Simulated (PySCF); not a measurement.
**Distorted geometries of WO2F2**

WO2F2 (singlet). PySCF 2.14.0, RKS TPSS, W def2-SVP with ECP60, O def2-SVP, F def2-SVP; non-relativistic Hamiltonian with scalar-relativistic core potentials where named; density fitting; no spin-orbit coupling. Relaxed geometry:

```xyz
5

W     0.0000    0.0000   -0.0270
O     0.9668    0.9668    1.0095
O    -0.9668   -0.9668    1.0095
F     1.1182   -1.1182   -1.0267
F    -1.1182    1.1182   -1.0267
```

Q: Order these distorted geometries by energy above the relaxed one, lowest first.
A.
```xyz
5

W    -0.0242   -0.0407    0.0006
O     0.9633    0.9913    0.9889
O    -0.9354   -1.0037    1.0271
F     1.1434   -1.1094   -1.0200
F    -1.1472    1.1625   -1.0580
```
B.
```xyz
5

W    -0.0494   -0.0863    0.1824
O     0.9548    0.9222    1.0700
O    -0.9527   -0.8127    0.7656
F     1.2368   -1.0423   -0.9733
F    -1.1896    1.0190   -1.1061
```
C.
```xyz
5

W    -0.1501   -0.0093   -0.0356
O     0.9215    0.8667    0.8807
O    -0.8463   -0.9034    0.9785
F     1.1360   -1.1378   -0.9882
F    -1.0610    1.1838   -0.8967
```

A: A (0.18 eV), C (2.41 eV), B (11.80 eV).

Q: Which forces (eV/Å) act in the one that lies 0.18 eV up?

A: 
```
W    1.19  3.42 -2.56
O   -0.71 -0.86 -0.38
O   -1.17 -1.23  1.49
F   -0.36  0.13  0.30
F    1.06 -1.47  1.16
```
Forces carry noise of the integration grid, about 0.01 to 0.03 eV/Å.

No frequency check is given that shows the relaxed geometry to be a minimum.
